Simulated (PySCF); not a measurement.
Job file and geometry (Å, from GFN2-xTB) of an NMR shielding run on SMILES N(=C)C1[SiH2]C[SiH2]1, C$_{3}$H$_{9}$NSi$_{2}$, GIAO PBE0/pcSseg-1 NMR shielding, non-relativistic, gas phase in PySCF; density fitting, a coarse starting grid and PySCF grid level 2 are the driver's defaults:

```
$ OMP_NUM_THREADS=1 python probes_run.py task.json out

{"job": {"kind": "nmr", "xc": "PBE0", "basis": "pcSseg-1"}, "charge": 0, "multiplicity": 1}
C      2.749152    -0.012136     0.077223
N      1.569591    -0.277186    -0.260798
C      0.469505     0.269978     0.430898
Si    -0.813066    -1.101207     0.917719
C     -2.063398    -0.267841    -0.275253
Si    -0.799866     1.079341    -0.792546
H      3.014215     0.646651     0.914472
H      3.562292    -0.451701    -0.481194
H      0.786899     0.922244     1.264397
H     -1.185174    -1.044582     2.335061
H     -0.392945    -2.449649     0.550290
H     -2.399569    -0.904777    -1.089021
H     -2.959906     0.116242     0.204732
H     -1.168600     2.443542    -0.399961
H     -0.373542     1.039073    -2.187725
```

Task: What does the program print?

Result: 
```
coarse grid: 13152 points
cycle   1  E = -752.8452891045  dE =  5.305e-01  |g| = 4.500e-01  |ddm| = 3.509e+00
cycle   2  E = -752.7971154032  dE =  4.817e-02  |g| = 6.214e-01  |ddm| = 1.052e+00
cycle   3  E = -752.8956500823  dE = -9.853e-02  |g| = 1.154e-01  |ddm| = 6.822e-01
cycle   4  E = -752.8981928305  dE = -2.543e-03  |g| = 4.362e-02  |ddm| = 1.021e-01
cycle   5  E = -752.8986263585  dE = -4.335e-04  |g| = 8.077e-03  |ddm| = 3.860e-02
cycle   6  E = -752.8986409265  dE = -1.457e-05  |g| = 2.778e-03  |ddm| = 1.130e-02
cycle   7  E = -752.8986429419  dE = -2.015e-06  |g| = 3.414e-04  |ddm| = 3.162e-03
final grid: 116816 points
cycle   8  E = -752.9320782311  dE = -2.008e-05  |g| = 6.665e-03  |ddm| = 2.105e-02
cycle   9  E = -752.9320688068  dE =  9.424e-06  |g| = 9.039e-03  |ddm| = 1.576e-02
cycle  10  E = -752.9320892387  dE = -2.043e-05  |g| = 1.650e-03  |ddm| = 9.289e-03
cycle  11  E = -752.9320898396  dE = -6.010e-07  |g| = 3.278e-04  |ddm| = 1.259e-03
cycle  12  E = -752.9320898614  dE = -2.177e-08  |g| = 8.255e-05  |ddm| = 2.735e-04
cycle  13  E = -752.9320898630  dE = -1.563e-09  |g| = 2.511e-05  |ddm| = 9.312e-05
cycle  14  E = -752.9320898631  dE = -1.492e-10  |g| = 3.854e-06  |ddm| = 2.975e-05
converged SCF energy = -752.9320898631

GIAO shielding tensors (ppm)
atom      isotropic    diamagn.    paramagn.     s11        s22        s33       span
  0 C       40.841     253.747    -212.907    -54.582     66.947    110.157    164.738
  1 N     -145.624     327.277    -472.901   -531.979   -178.900    274.006    805.986
  2 C      125.200     255.980    -130.780    100.340    117.739    157.520     57.180
  3 Si     376.494     880.331    -503.836    341.394    359.715    428.375     86.981
  4 C      195.975     257.887     -61.912    178.271    204.222    205.432     27.161
  5 Si     376.440     880.353    -503.913    341.428    359.812    428.079     86.651
  6 H       24.400      30.752      -6.352     21.452     24.934     26.813      5.361
  7 H       25.033      29.505      -4.472     23.125     24.195     27.780      4.655
  8 H       27.685      33.314      -5.629     26.823     27.146     29.087      2.265
  9 H       26.709      29.549      -2.840     23.763     24.861     31.502      7.739
 10 H       26.851      29.349      -2.498     24.051     24.888     31.613      7.562
 11 H       30.860      30.343       0.517     27.096     27.294     38.190     11.095
 12 H       31.077      29.925       1.151     27.398     27.449     38.382     10.984
 13 H       26.707      29.612      -2.905     23.760     24.863     31.498      7.738
 14 H       26.853      29.413      -2.560     24.047     24.897     31.615      7.568
```

Size and cost of the density-fitted run: 161 basis functions, 23 s wall time on 1 thread of an Arm Neoverse V1, shared host; peak memory 0.92 GiB.
